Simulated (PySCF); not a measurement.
# Dipole response of F⁺ (fluorine, charge +1)

[He] 2s2 2p4, high-spin 3P determinant. Computed with PySCF 2.14 in aug-cc-pVDZ (4s3p2d, 23 functions), with no relativity, point nucleus. Coupled (time-dependent) response in atomic units; α is the mean over directions. A double-zeta set is small for polarisabilities.

| method | mean α (bohr³) | α xx, yy, zz | C₆ (like pair) | S(−4) |
| --- | --- | --- | --- | --- |
| UHF | 1.671 | 1.746, 1.520, 1.746 | 3.108 | 1.136 |
| PBE | 1.761 | 1.810, 1.663, 1.810 | 3.325 | 1.310 |
| PBE0 | 1.729 | 1.786, 1.615, 1.786 | 3.253 | 1.235 |
| BP86 | 1.768 | 1.818, 1.669, 1.818 | 3.350 | 1.307 |
| TPSS | 1.746 | 1.796, 1.646, 1.796 | 3.322 | 1.232 |

S(−4) is the Cauchy moment in α(ω) = α(0) + S(−4) ω² + …

α(iu) at UHF:

| u (hartree) | α(iu) (bohr³) |
| --- | --- |
| 0 | 1.671 |
| 0.0500 | 1.668 |
| 0.100 | 1.659 |
| 0.200 | 1.627 |
| 0.300 | 1.578 |
| 0.500 | 1.450 |
| 0.750 | 1.272 |
| 1.00 | 1.105 |
| 1.50 | 0.8282 |
| 2.00 | 0.6267 |
| 3.00 | 0.3799 |
| 5.00 | 0.1748 |

A single London oscillator, α(iu) = α/(1 + u²/ω²), gives C₆ = (3/4) ω α². Matching the computed C₆ needs ω = 4 × 3.108 / (3 × 1.671²) = 1.48 hartree.

For an ion, C₆ is the dispersion term alone; charge-induced terms of lower order in 1/R come first.

The components differ because the open shell of this determinant is not spherical; for a pure term their mean is the scalar polarisability.
